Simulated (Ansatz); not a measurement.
C3H7Cl3Si (`CC(C)[Si](Cl)(Cl)Cl`). The species carries charge 0 and has multiplicity 1. Geometry: relaxed with PBE0-D4/def2-TZVP. It is one conformer, not always the lowest.

```xyz
14

C     1.201   -0.872    0.428
C    -0.219   -0.365    0.189
C    -0.675   -0.613   -1.247
Si   -0.387    1.430    0.655
Cl   -2.313    2.066    0.418
Cl    0.816    2.597   -0.513
Cl    0.137    1.728    2.605
H     1.260   -1.940    0.198
H     1.917   -0.356   -0.218
H     1.520   -0.733    1.463
H    -0.902   -0.884    0.874
H    -0.618   -1.681   -1.477
H    -1.704   -0.289   -1.415
H    -0.034   -0.088   -1.960
```

(1) What is the dipole moment at PBE/def2-TZVPP? (An estimate is asked.)

(2) And with r2SCAN, B3LYP, ωB97M-V? (Estimate.)

(3) Give the Mulliken charges with PBE, ωB97M-V, r2SCAN in def2-TZVPP. (Estimate.)

Answers

(1) The calculation gave: 2.12 D, with components (0.22, -2.04, -0.56) D in this frame, pointing from negative to positive charge.

(2) Ansatz gave: r2SCAN 2.19 D, B3LYP 2.16 D, ωB97M-V 2.12 D.

(3) The calculation gave: 
```
atom    PBE  ωB97M-V  r2SCAN
  C1  -0.26    -0.31   -0.17
  C2  -0.07    -0.21   -0.05
  C3  -0.26    -0.31   -0.17
 Si4   0.55     0.56    0.68
 Cl5  -0.18    -0.17   -0.22
 Cl6  -0.19    -0.18   -0.22
 Cl7  -0.18    -0.17   -0.22
  H8   0.08     0.11    0.05
  H9   0.09     0.12    0.06
 H10   0.09     0.12    0.07
 H11   0.07     0.10    0.03
 H12   0.08     0.11    0.05
 H13   0.09     0.12    0.07
 H14   0.09     0.12    0.06
```

B3LYP here is the variant with VWN-RPA as its local correlation; programs differ in this.
